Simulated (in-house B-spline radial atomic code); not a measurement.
Results of a calculation; reference values are marked as such.
**Two electrons in Ge: a parabolic dot with ħω = 12.4 meV in all three directions with an ionised donor at its centre**

For Ge the NSM archive of the Ioffe Institute lists m_l = 1.6 m0, m_t = 0.08 m0 and ε = 16.2; the model takes one isotropic valley with the conductivity mass 3/(1/m_l + 2/m_t) = 0.117 m0, and so misses anisotropy and the other valleys. All triplets below are those of one valley; with several valleys two electrons can form a triplet in the 1s orbital itself, at an energy set by the valley splitting. Real donors also feel a central-cell potential, which shifts the ground state.

Effective-mass model with parabolic bands, a uniform dielectric constant, no image charges, no central-cell or spin-orbit terms. Two-electron levels come from full CI in B-splines with partial waves to l = 5 (up to 0.001 effective hartree above the limit).

(1) What are the effective units, and what is the potential in them?

In these units the lowest s and p orbitals lie at 0.1988 and 1.7516, and their Coulomb and exchange integrals are J_ss = 1.0409, J_sp = 0.7628 and K_sp = 0.1294. Full CI gives 1.3511 for the ground singlet, 2.5629 for the sp triplet, 2.7720 for the sp singlet and 3.3434 for the lowest triplet of two s orbitals.

(2) What does it cost to add the second electron, to first order and exactly?

(3) How far above the singlet do the triplets lie?

Results:

(1) Ha* = 27211.386 meV × 0.117/16.2² = 12.13 meV and a* = 0.0529177 nm × 16.2/0.117 = 7.327 nm. The frequency is ω = 1.02 Ha*, with −1/r added.

(2) To first order E = 2ε_s + J_ss = 1.4386, so the charging energy E(2) − 2E(1) is J_ss = 12.63 meV. CI gives 1.3511 − 2 × (0.1988) = 0.9534, or 11.57 meV: relaxation and correlation lower it by 1.062 meV, 8.4 % of J_ss. The s² configuration of one-electron orbitals holds 97.4 % of the state, and the mean radius is 7.02 nm.

(3) To first order the sp triplet lies at ε_s + ε_p + J_sp − K_sp = 2.5838, which is 13.89 meV above 2ε_s + J_ss. CI gives 2.5629 − (1.3511) = 1.2119, or 14.7 meV, 78 % of the orbital spacing of 18.84 meV. The ss triplet lies 24.17 meV up, so the lower of the two is the sp one, and its gap equals k_BT at 171 K. The sp singlet-triplet splitting is 2.537 meV, against 2K_sp = 3.14 meV.
